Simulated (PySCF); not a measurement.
Numbering as in the mapped SMILES `[CH3:1][O:2][AlH-:3]1[Cl+:4][AlH2-:5][Cl+:6]1`. Hydrogens are named by the atom that carries them. Ha(Al5) is cis to O2 on the ring; Hb(Al5) is trans to O2 on the ring.

Geometry: PBE0-D3(BJ)/def2-SVP; GIAO shifts from PySCF, gas phase, non-relativistic, averaged over equivalent atoms.

At PBE0/pcSseg-0 (82 basis functions, 7 s wall time on 1 thread of an Intel Xeon Platinum 8488C, shared host):
```tsv
atoms	δ (ppm)
C1	56.1
O2	39.7
Al5	101.3
Al3	21.7
Cl4/Cl6	-29.1
Ha(Al5)	5.63
Hb(Al5)	5.55
H(Al3)	5.10
H(C1)	4.33
```

Referencing at the same level of theory: TMS for ¹³C (σ = 193.52 ppm), ¹H (σ = 32.83 ppm); ¹⁷O (σ = 337.86 ppm) vs H2O; ²⁷Al (σ = 475.92 ppm) against AlH4-; HCl for ³⁵Cl (σ = 952.40 ppm).

Question: Estimate the result of repeating the calculation with PBE0/IGLO-III.

Answer: 
```csv
atoms,δ at PBE0/IGLO-III,change
C1,52.9,-3.2
O2,33.5,-6.2
Al5,65.1,-36.2
Al3,7.1,-14.6
Cl4/Cl6,55.1,+84.2
Ha(Al5),4.91,-0.72
Hb(Al5),4.88,-0.67
H(Al3),4.43,-0.67
H(C1),3.85,-0.48
```

Shifts are taken against calculated references (same method and geometry level): ¹³C (σ = 183.78 ppm) and ¹H (σ = 31.37 ppm) vs TMS; ¹⁷O (σ = 327.19 ppm) against H2O; AlH4- for ²⁷Al (σ = 484.90 ppm); ³⁵Cl (σ = 944.80 ppm) vs HCl.

The largest change is at Cl4/Cl6 (chlorine bonded to 2 Al, in a 4-membered ring). Cost: 306 basis functions, 46 s wall time on 1 thread of an Intel Xeon Platinum 8488C, shared host.

Experimental scales use liquid or dissolved standards, which lie at an offset from isolated H2O (liquid H2O: subtract about 36 ppm).
